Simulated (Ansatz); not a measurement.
Species: sum formula SiN₂H₅, charge 0, multiplicity 2. It need not be the lowest isomer of its formula. 
Structure (B3LYP-D3(BJ)/def2-TZVP (Ansatz, a first-principles code) minimum search):
```xyz
8

N      1.3748    -0.3507     0.2895
Si    -0.0161     0.4370    -0.3625
N     -1.3737    -0.4407     0.2172
H      2.2439     0.1525     0.3827
H      1.5329    -1.3328     0.1223
H      0.1277     1.8515     0.1208
H     -2.2637    -0.4337    -0.2503
H     -1.4226    -0.8154     1.1530
```
Charge 0, spin multiplicity 2.

Dipole moments at this geometry, in debye (magnitudes).

```json
[
 {"level": "r2SCAN/def2-TZVPD", "program": "Ansatz", "dipole (D)": "1.18"},
 {"level": "B3LYP/def2-TZVPD", "program": "Ansatz", "dipole (D)": "1.08"},
 {"level": "r2SCAN0/def2-TZVPD", "program": "Ansatz", "dipole (D)": "[?]"},
 {"level": "LC-wPBE/def2-TZVPD", "program": "Ansatz", "dipole (D)": "1.04"},
 {"level": "CCSD(T)/aug-cc-pV(D+d)Z", "program": "Ansatz", "dipole (D)": "[?]"}
]
```

Problem. Some entries are withheld; supply them.

Solution. 
- r2SCAN0/def2-TZVPD, dipole (D): 1.09
- CCSD(T)/aug-cc-pV(D+d)Z, dipole (D): 1.05
